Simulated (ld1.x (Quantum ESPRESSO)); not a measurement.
**Plane-wave convergence, TM potential for As (Z = 33)**

ld1.x (Quantum ESPRESSO) 7.5 input, shortened:

```
&input
   title='As', zed=33., rel=1, dft='PZ', iswitch=3,
   config='[Ar] 3d10 4s1 4p4 4f-2'
 /
 &inputp
   pseudotype=2, tm=.true., lloc=0,
   nlcc=.true., rcore=0.65
 /
4
4P  2  1   4.00   0.00  2.15  2.15  0.0
3D  3  2  10.00   0.00  0.75  0.75  0.0
4F  4  3  -2.00  -0.10  1.70  1.70  0.0
4S  1  0   1.00   0.00  1.25  1.25  0.0
 &test
   configts(1)='3d10 4s1 4p4'
 /
```

The pseudo-atom Hamiltonian at the reference potential is diagonalised in spherical Bessel functions j_l(qr) that vanish at 20 bohr, with q² up to the cutoff. All-electron valence levels (Ry): 4p -0.4395, 3d -3.1254, 4s -1.1456.

Question: How do the lowest levels (Ry) of each channel move with the cutoff, and are there ghosts?

Answer:

```json
{"cutoff (Ry)": "8", "p #1": "-0.4441", "p #2": "0.0270", "d #1": "0.0612", "d #2": "0.1304", "f #1": "0.1146", "f #2": "0.2422", "s #1": "-1.0387", "s #2": "-0.0304", "Σ f·Δε (mRy)": "31985.1"}
{"cutoff (Ry)": "18", "p #1": "-3.9487", "p #2": "-0.4376", "d #1": "0.0610", "d #2": "0.1296", "f #1": "0.1146", "f #2": "0.2422", "s #1": "-1.0891", "s #2": "-0.0342", "Σ f·Δε (mRy)": "31922.6"}
{"cutoff (Ry)": "35", "p #1": "-9.0803", "p #2": "-0.4394", "d #1": "0.0610", "d #2": "0.1296", "f #1": "0.1146", "f #2": "0.2422", "s #1": "-1.1249", "s #2": "-0.0371", "Σ f·Δε (mRy)": "31879.4"}
{"cutoff (Ry)": "55", "p #1": "-16.9827", "p #2": "-0.4395", "d #1": "0.0607", "d #2": "0.1282", "f #1": "0.1146", "f #2": "0.2422", "s #1": "-1.1408", "s #2": "-0.0385", "Σ f·Δε (mRy)": "31859.8"}
{"cutoff (Ry)": "90", "p #1": "-21.7982", "p #2": "-0.4395", "d #1": "0.0565", "d #2": "0.1136", "f #1": "0.1146", "f #2": "0.2422", "s #1": "-1.1445", "s #2": "-0.0387", "Σ f·Δε (mRy)": "31814.6"}
{"cutoff (Ry)": "140", "p #1": "-23.7986", "p #2": "-0.4395", "d #1": "-1.0237", "d #2": "0.0644", "f #1": "0.1146", "f #2": "0.2422", "s #1": "-1.1453", "s #2": "-0.0388", "Σ f·Δε (mRy)": "21011.4"}
{"cutoff (Ry)": "230", "p #1": "-24.1214", "p #2": "-0.4395", "d #1": "-2.8583", "d #2": "0.0631", "f #1": "0.1146", "f #2": "0.2422", "s #1": "-1.1456", "s #2": "-0.0388", "Σ f·Δε (mRy)": "2664.9"}
{"cutoff (Ry)": "400", "p #1": "-24.2056", "p #2": "-0.4395", "d #1": "-3.1248", "d #2": "0.0630", "f #1": "0.1146", "f #2": "0.2422", "s #1": "-1.1456", "s #2": "-0.0388", "Σ f·Δε (mRy)": "0.0"}
```

Result: ghost state, extra bound levels that the all-electron valence spectrum of the same l lacks: p at -329.3 eV (a true bound ghost makes a file unfit for plane-wave use); 10 mRy is reached at over 300 Ry and 1 mRy at over 300 Ry.

7 of 9 tests not solved or not reliable.
